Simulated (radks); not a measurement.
Values are calculated unless marked as measured or tabulated.
Problem. Ionisation of the magnesium ion Mg+, [Ne] 3s1, to [Ne] as the strength of local exchange is varied. Code: a radial shooting solver on a logarithmic mesh with Libxc functionals. Model: non-relativistic Kohn-Sham, Slater X-alpha exchange (alpha = 2/3 is LDA exchange), no correlation, spin-polarised, spherical densities, point nucleus; open shells are filled with parallel spins first.

| alpha | E(Mg+) (hartree) | exchange (hartree) | IE (eV) | -e of the level emptied (eV) | <r> of it (bohr) |
|---|---|---|---|---|---|
| 0.573 | -195.99450 | -12.28042 | 14.002 | 10.602 (3s) | 2.869 |
| 0.667 | -198.01766 | -14.41663 | 14.695 | 11.359 (3s) | 2.798 |
| 0.82 | -201.34730 | -17.96666 | 15.858 | 12.642 (3s) | 2.692 |
| 0.903 | -203.17255 | -19.93029 | 16.507 | 13.365 (3s) | 2.638 |
| 0.934 | -203.85768 | -20.67051 | 16.753 | 13.640 (3s) | 2.619 |
| x | -198.47198 | -14.89853 | 14.852 | 11.531 (3s) | 2.783 |

Which alpha was used in the last row?

Solution. alpha = 0.688. NIST Atomic Spectra Database: 15.035 eV (measured). The Delta-SCF value meets it near alpha = 0.71.
